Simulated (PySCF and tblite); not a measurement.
Results of a calculation; reference values are marked as such.
C₇H₁₀F₂, numbered as in [F:1][CH:2]([F:3])[C@@H:4]1[CH2:5][C@H:6]2[CH2:7][C@@H:8]1[CH2:9]2. Geometries GFN2-xTB; weights from PBE0-D3(BJ)/def2-SVP energies and GFN2-xTB thermal corrections, with symmetry numbers and mirror pairs. Conformers within 2.5 kcal/mol (GFN2-xTB free energy) were kept, 6 at most. GIAO shieldings: B97-2/6-31G*. Shifts are against CFCl3 (¹⁹F) at the same level. Programs: PySCF with density fitting and tblite.

Torsions listed: F1–C2–C4–C5. The 4-ring runs over atoms 6–7–8–9. The 5-ring runs over atoms 4–5–6–7–8.

```
conformer                                                                                                            shape  point group  mirror pair  ΔE(DFT)  Δ(G−E) at 250 K  δ F1 (ppm)
        1  4-ring puckered (ring torsions 34, -35, 35, -35°); 5-ring envelope (ring torsions -43, 67, -68, 46, -2°); -179°           C1           no     0.00             0.00      -129.2
        2   4-ring puckered (ring torsions 34, -34, 35, -34°); 5-ring envelope (ring torsions -42, 67, -68, 47, -2°); -78°           C1           no     0.31             0.19      -125.0
        3    4-ring puckered (ring torsions 35, -35, 35, -35°); 5-ring envelope (ring torsions -42, 66, -68, 48, -4°); 60°           C1           no     0.32             0.17      -149.4
```

Energies in kcal/mol; the thermal term leaves out symmetry numbers and mirror images.

(1) Work out the weights at 250 K and the ¹⁹F shift of F1 under fast exchange.

Unscaled ¹⁹F shifts at such levels can be off by tens of ppm; differences between conformers or isomers are more reliable.

## Answers

(1) RT = 0.497 kcal/mol. Each conformer gets RT ln(σ/g), with σ the rotational symmetry number and g = 2 for a mirror pair: 1: σ = 1, g = 1, G = 0.00 + 0.00 + 0.00 = 0.00, 0.00 above the lowest, exp(−ΔG/RT) = 1.000; 2: σ = 1, g = 1, G = 0.31 + 0.19 + 0.00 = 0.50, 0.50 above the lowest, exp(−ΔG/RT) = 0.365; 3: σ = 1, g = 1, G = 0.32 + 0.17 + 0.00 = 0.49, 0.49 above the lowest, exp(−ΔG/RT) = 0.370. The sum is 1.735, so the weights are 57.7, 21.0, 21.3 %. The averaged shift is -132.6 ppm. At 298.15 K it is -132.9 ppm. At 298.15 K the leading conformer alone gives -129.2 ppm and bare DFT energies give -133.4 ppm.


Conformer gaps in def2-SVP on xTB geometries can be 2 kcal/mol too large for S=O, P=O and other polar bonds.